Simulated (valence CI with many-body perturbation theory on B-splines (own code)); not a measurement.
**E1 transitions of Si+**

Method: configuration interaction combined with many-body perturbation theory (CI+MBPT): three valence electrons over a frozen Dirac-Fock core [Ne], a basis of 11 s, 11 p, 9 d, 7 f, 5 g, 2 h, 1 i functions for each j, with the one-electron correlation potential Σ1 (screened to all orders), the two-electron term Σ2, the three-electron term Σ3, Breit, model QED; selected single and double excitations, second order for the rest (own B-spline code, finite nucleus).

Set against measurement, 28 paired levels are off by 47 cm⁻¹ on average, the worst by 124. These come from a selection out of the NIST Handbook of Basic Atomic Spectroscopic Data. Levels without a partner in it may be off by more.

Lines 151 to 181 of 181 in falling wavelength, among levels below 14.158 eV, chosen from the strongest by gf and those to the six lowest levels. Wavelengths and rates use the calculated energies, so an error of 50 cm⁻¹ moves a line at 151.7 nm by 0.076 % and its rate by three times that or more. Electric multipoles are in the length gauge, E1 and E2 with the static RPA response of the core. Weak lines are less certain than strong ones. Lines between different terms over intervals too small for the method are left out, as are lines whose strength nearly cancels. The highest levels of a list are the least certain.

Names give the largest LS component (configuration and term), which can be under half, so a name can repeat, a term be missing and a line seem to break the LS rules; names also repeat where a configuration has a term twice.

| λ vac (nm) | λ from measured levels | Upper | Lower | A (s⁻¹) | log gf | Branch % |
| --- | --- | --- | --- | --- | --- | --- |
| 151.7 | 151.6 | 3s 3p 3d 2D°_3/2 | 3s 3p2 4P_1/2 | 5.02e+03 | -5.16 | 0.1 |
| 141.3 | 141.5 | 3s2 5f 2F°_7/2 | 3s 3p2 4P_5/2 | 1.45e+04 | -4.46 | 0.0 |
| 141.3 | 141.5 | 3s2 5f 2F°_5/2 | 3s 3p2 4P_5/2 | 1.09e+03 | -5.71 | 0.0 |
| 140.9 |  | 3s2 6p 2P°_3/2 | 3s 3p2 4P_5/2 | 3.79e+04 | -4.35 | 0.1 |
| 140.9 | 141.2 | 3s2 5f 2F°_5/2 | 3s 3p2 4P_3/2 | 2.43e+03 | -5.36 | 0.0 |
| 140.6 |  | 3s2 6p 2P°_1/2 | 3s 3p2 4P_3/2 | 2.24e+04 | -4.88 | 0.0 |
| 140.6 |  | 3s2 6p 2P°_3/2 | 3s 3p2 4P_3/2 | 4.94e+03 | -5.23 | 0.0 |
| 140.5 | 140.5 | 3s 3p 3d 4F°_3/2 | 3s 3p2 4P_5/2 | 5.14e+03 | -5.22 | 3.6 |
| 140.4 |  | 3s2 6p 2P°_1/2 | 3s 3p2 4P_1/2 | 2.07e+03 | -5.91 | 0.0 |
| 140.4 |  | 3s2 6p 2P°_3/2 | 3s 3p2 4P_1/2 | 1.57e+04 | -4.73 | 0.0 |
| 140.2 | 140.2 | 3s 3p 3d 4F°_3/2 | 3s 3p2 4P_3/2 | 5.62e+04 | -4.18 | 39.3 |
| 140.0 | 140.0 | 3s 3p 3d 4F°_3/2 | 3s 3p2 4P_1/2 | 4.49e+04 | -4.28 | 31.4 |
| 130.9 | 130.9 | 3s 3p2 2S_1/2 | 3s2 3p 2P°_3/2 | 6.26e+08 | -0.49 | 62.7 |
| 130.4 | 130.4 | 3s 3p2 2S_1/2 | 3s2 3p 2P°_1/2 | 3.71e+08 | -0.72 | 37.2 |
| 126.5 | 126.5 | 3s2 3d 2D_3/2 | 3s2 3p 2P°_3/2 | 4.51e+08 | -0.36 | 15.4 |
| 126.4 | 126.5 | 3s2 3d 2D_5/2 | 3s2 3p 2P°_3/2 | 2.91e+09 | 0.62 | 100.0 |
| 126.0 | 126.0 | 3s2 3d 2D_3/2 | 3s2 3p 2P°_1/2 | 2.47e+09 | 0.37 | 84.6 |
| 119.7 | 119.7 | 3s 3p2 2P_1/2 | 3s2 3p 2P°_3/2 | 1.36e+09 | -0.23 | 34.3 |
| 119.4 | 119.5 | 3s 3p2 2P_3/2 | 3s2 3p 2P°_3/2 | 3.33e+09 | 0.45 | 84.2 |
| 119.3 | 119.3 | 3s 3p2 2P_1/2 | 3s2 3p 2P°_1/2 | 2.59e+09 | 0.04 | 65.7 |
| 119.0 | 119.0 | 3s 3p2 2P_3/2 | 3s2 3p 2P°_1/2 | 6.27e+08 | -0.27 | 15.8 |
| 102.4 | 102.4 | 3s2 5s 2S_1/2 | 3s2 3p 2P°_3/2 | 1.96e+08 | -1.21 | 46.3 |
| 102.1 | 102.1 | 3s2 5s 2S_1/2 | 3s2 3p 2P°_1/2 | 9.67e+07 | -1.52 | 22.8 |
| 99.25 | 99.27 | 3s2 4d 2D_3/2 | 3s2 3p 2P°_3/2 | 1.06e+08 | -1.20 | 13.6 |
| 99.25 | 99.27 | 3s2 4d 2D_5/2 | 3s2 3p 2P°_3/2 | 6.27e+08 | -0.26 | 81.3 |
| 98.97 | 98.99 | 3s2 4d 2D_3/2 | 3s2 3p 2P°_1/2 | 5.26e+08 | -0.51 | 67.8 |
| 90.18 |  | 3s2 6s 2S_1/2 | 3s2 3p 2P°_3/2 | 9.34e+07 | -1.64 | 41.0 |
| 89.95 |  | 3s2 6s 2S_1/2 | 3s2 3p 2P°_1/2 | 4.63e+07 | -1.95 | 20.3 |
| 89.21 | 89.20 | 3s2 5d 2D_3/2 | 3s2 3p 2P°_3/2 | 3.19e+07 | -1.82 | 11.8 |
| 89.21 | 89.20 | 3s2 5d 2D_5/2 | 3s2 3p 2P°_3/2 | 1.90e+08 | -0.87 | 71.2 |
| 88.98 | 88.97 | 3s2 5d 2D_3/2 | 3s2 3p 2P°_1/2 | 1.60e+08 | -1.12 | 59.5 |

Problem. How does gf follow from A for the line at 140.0 nm?

Solution. gf = 1.4992 × (2J+1)_upper × A / σ², with σ = 71442 cm⁻¹ and 2J+1 = 4: gf = 5.27e-05.
